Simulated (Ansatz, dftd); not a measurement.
Species: GeNH3Br, charge 0, doublet. GeNH3Br (SMILES [NH2][GeH][Br], doublet).
B3LYP-D3(BJ)/def2-TZVP minimum from Ansatz (a program for electronic structure):
```xyz
6

Ge    -0.0267    -0.8164     0.6216
N      1.6195    -1.4193     0.0303
Br    -0.4122     1.1490    -0.6221
H      0.2104    -0.4017     2.1134
H      1.7232    -1.5431    -0.9683
H      2.0117    -2.2109     0.5251
```
Charge 0, spin multiplicity 2.

Quantity: atomisation energy (electronic, to ground-state atoms), in kJ/mol. Open shells are spin-unrestricted; no spin-orbit coupling. Cores are frozen in correlated methods (noble-gas shells, and filled d and f shells in the p block). No relativity. CBS(X,Y): correlation extrapolated as X^-3, Hartree-Fock from the larger set. A bracket is a step between two methods taken in the basis named. Double hybrids freeze cores in their MP2 part. Where a partner has so few electrons that a lower coupled-cluster level is exact, that level stands in. Spin-orbit terms, left out, reach several kcal/mol for Br and I, and more for heavier atoms.

| level | program | atomisation energy (kJ/mol) | difference against the last row |
|---|---|---|---|
| HF/cc-pVDZ | Ansatz | 1044.4 | -612.8 |
| r2SCAN-D4/def2-TZVPD | Ansatz + dftd4 | 1669.0 | 11.8 |
| r2SCAN/def2-TZVPD | Ansatz | 1666.4 | 9.2 |
| B2GP-PLYP-D3(BJ)/def2-TZVPD | Ansatz + dftd3 | 1631.3 | -25.9 |
| MP2/cc-pVTZ | Ansatz | 1599.9 | -57.3 |
| CCSD(T)/cc-pVDZ | Ansatz | 1456.1 | -201.1 |
| CCSD(T)/cc-pVQZ | Ansatz | 1627.5 | -29.7 |
| CCSDT(Q)/cc-pVDZ | Ansatz | 1459.3 | -197.9 |
| CCSD(T)/CBS(cc-pVTZ,cc-pVQZ) + [CCSDT(Q) - CCSD(T)]/cc-pVDZ | Ansatz | 1657.2 | 0.0 |
